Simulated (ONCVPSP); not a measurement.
# Which change was made? (P, ONCV)

ONCVPSP 4.0.1 input, shortened (lines: element, Z, core and valence counts, functional; n l f; lmax; l rc ep ncon nbas qcut; lloc lpopt rc5 dvloc0; l nproj debl; icmod fcfact rcfact), LDA (Perdew-Zunger), scalar-relativistic:

```
  P 15.00    3    2        3      upf
    1    0    2.00
    2    0    2.00
    2    1    6.00
    3    0    2.00
    3    1    3.00
    1
    0    1.55    0.00    4    8    3.80
    1    1.65    0.00    4    7    5.80
    4    3    1.05    0.00
    0    3    3.20
    1    2    0.30
    0    0.00    0.00
```

Cutoffs, loose and tight: the cutoffs (Ha) at which the residual kinetic energy of the hardest occupied pseudo-wave falls to 1 and 0.1 mHa per electron. They do not see the model core or the augmentation charge, which bear on the density cutoff. Test errors are all-electron minus pseudo excitation energies from the reference, over the configurations 3s2 3p2; 3s2 3p1; 3s2 3p0; 3s0 3p5; variants that change the core or the reference have their own tests.

The base gives: outcome: generated; cutoff, loose: 21 Ha; cutoff, tight: 66 Ha; bound ghosts: none; GHOST(+) flags above zero: s; largest test error (meV): +132.

After one change the result is: outcome: generated; cutoff, loose: 7.8 Ha; cutoff, tight: 40 Ha; bound ghosts: none; GHOST(+) flags above zero: s; largest test error (meV): +164. Which change was it?
A. s: qcut 5.1
B. s: qcut 2.1
C. s: rc 1.94

C. The others give: s: qcut 5.1 → outcome: generated; cutoff, loose: 10 Ha; cutoff, tight: 14 Ha; bound ghosts: none; GHOST(+) flags above zero: s; largest test error (meV): +123 | s: qcut 2.1 → outcome: generated; cutoff, loose: 62 Ha; cutoff, tight: 74 Ha; bound ghosts: none; GHOST(+) flags above zero: s; largest test error (meV): +147.
